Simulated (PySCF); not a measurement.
[Nd(H2O)3]3+ at several levels of theory

Computed with PySCF 2.14.0 (density fitting, no spin-orbit coupling) at the geometry relaxed with PBE0:

```xyz
10
[Nd(H2O)3]3+ (singlet in the valence; each metal's 4f electrons, 3 of them, lie in its core potential, out of spins and levels)
Nd    0.0000    0.0000    0.0000
O     2.3218    0.0000    0.0000
H     2.9376    0.7691    0.0659
H     2.9376   -0.7691   -0.0659
O    -1.1609    2.0107    0.0000
H    -2.1348    2.1595    0.0659
H    -0.8028    2.9286   -0.0659
O    -1.1609   -2.0107    0.0000
H    -0.8027   -2.9286    0.0659
H    -2.1348   -2.1595   -0.0659
```

```
level                                              basis    state  HOMO (eV)  gap (eV)  charge on Nd1 (e)  population of f-type functions on Nd1 (polarisation alone where 4f lies in the core)  dipole about the centre of mass (D)  largest force component (eV/Å)
 PBE0  Nd lcecp-1-SVP with ECP49, O def2-SVP, H def2-SVP  singlet     -24.99      8.17               2.00                                                                                  0.05                                 0.00                            0.01
 TPSS                                           the same  singlet     -23.23      5.81               1.92                                                                                  0.05                                 0.00                            0.43
```

In the lcecp rows the 4f levels are missing from HOMO and gap, and the state counts the valence alone.

Charges are Mulliken's, which hang on the basis. The relaxation used the grid (50, 194), these runs (75, 302) or, all-electron (x2c bases, spin-free X2C Hamiltonian), (99, 590).

Problem. What does PBE with Nd lcecp-1-SVP with ECP49, O def2-SVP, H def2-SVP give here?

Solution. state singlet, HOMO (eV) -23.15, gap (eV) 5.48, charge on Nd1 (e) 1.86, population of f-type functions on Nd1 (polarisation alone where 4f lies in the core) 0.05, dipole about the centre of mass (D) 0.00, largest force component (eV/Å) 0.51. Time: 12 s on 2 threads of Arm Neoverse V2, on a shared host, from an already converged density.

In the first row's basis the gap widens with exact exchange: 5.5 to 5.8 eV for PBE, TPSS (none); 8.2 eV for PBE0 (a fixed share).

A frequency check found unstable modes (1, the lowest at -14 cm⁻¹), so the relaxed geometry is a saddle point, or these are noise. An lcecp potential fixes the number of 4f electrons, so in runs with it no electron can move into or out of that shell.
